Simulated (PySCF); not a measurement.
## Vertical excitation energies

Species: C6H7F3O2.
Structure used (PBE0-D3(BJ)/def2-SVP), in Å, numbered top down from 1:
```
atom  x, y, z in Å
F1     3.182    0.146   -0.593
C2     1.914    0.543   -0.590
F3     1.810    1.581    0.246
F4     1.612    0.976   -1.820
C5     0.984   -0.584   -0.193
O6     1.239   -1.015    1.130
C7    -0.044   -0.562    1.572
C8    -0.453   -0.178    0.149
C9    -1.128    1.148   -0.215
O10   -2.251    0.476   -0.778
C11   -1.666   -0.798   -0.547
H12    1.095   -1.387   -0.944
H13   -0.633   -1.369    2.041
H14    0.036    0.288    2.273
H15   -1.396    1.779    0.650
H16   -0.593    1.765   -0.954
H17   -1.432   -1.334   -1.485
H18   -2.294   -1.450    0.087
```

Level of theory: TDDFT B3LYP/def2-SVPD, vertical, gas phase, core orbitals frozen in the response (PySCF 2.14.0, density-fitted response routines).

```tsv
state	E (eV)	E (hartree)	f	main configurations (H = HOMO, L = LUMO)
S1	6.50	0.2390	0.0022	H→L (96%)
S2	6.82	0.2508	0.027	H→L+1 (96%)
S3	6.94	0.2550	0.0006	H-1→L (82%), H-1→L+1 (14%)
S4	7.25	0.2666	0.031	H-1→L+1 (85%), H-1→L (13%)
S5	7.54	0.2770	0.0009	H→L+4 (79%), H→L+2 (14%)
S6	7.58	0.2785	0.0032	H→L+2 (68%), H→L+3 (17%), H→L+4 (9%)
S7	7.63	0.2806	0.0035	H→L+3 (73%), H→L+2 (11%)
S8	7.86	0.2887	0.0015	H-2→L (95%)
S9	7.98	0.2932	0.0045	H-1→L+2 (90%)
S10	8.03	0.2951	0.0033	H→L+5 (88%)
```

Triplets, Tamm–Dancoff:

| state | E (eV) | λ (nm) | main configurations (H = HOMO, L = LUMO) |
| --- | --- | --- | --- |
| T1 | 6.29 | 197.0 | H→L (83%) |
| T2 | 6.62 | 187.4 | H-1→L (82%) |
| T3 | 6.67 | 186.0 | H→L+1 (84%), H→L (8%) |
| T4 | 7.12 | 174.2 | H-1→L+1 (92%) |

The lowest singlet lies at 6.50 eV (191 nm, vacuum ultraviolet) and is very weak; its leading configuration is HOMO→LUMO (96%). The strongest level in the table is S4 at 7.25 eV (171 nm, f = 0.031). Löwdin shares by element: HOMO oxygen 57% or more, carbon 19% or more, hydrogen 5% or more (atoms not listed hold the other 19%); LUMO carbon 20% or more, oxygen 18% (atoms not listed hold the other 62%). Of the 10 states listed, 2 reach f = 0.01 and none stays under 0.0005. The listed states span 1.53 eV. The oscillator strengths of these states sum to 0.078; summed over the whole spectrum of an exact calculation they would give the number of electrons, 86 (Thomas–Reiche–Kuhn). Singlets were solved by full linear response, triplets in the Tamm–Dancoff approximation.

On Intel Xeon Platinum 8559C, 2 threads, no GPU, shared host with 192 logical CPUs at a one-minute load of 28, this took 53 s wall, 2.0 min CPU (grids of density and orbitals included) and 1.7 GiB of memory at its peak.
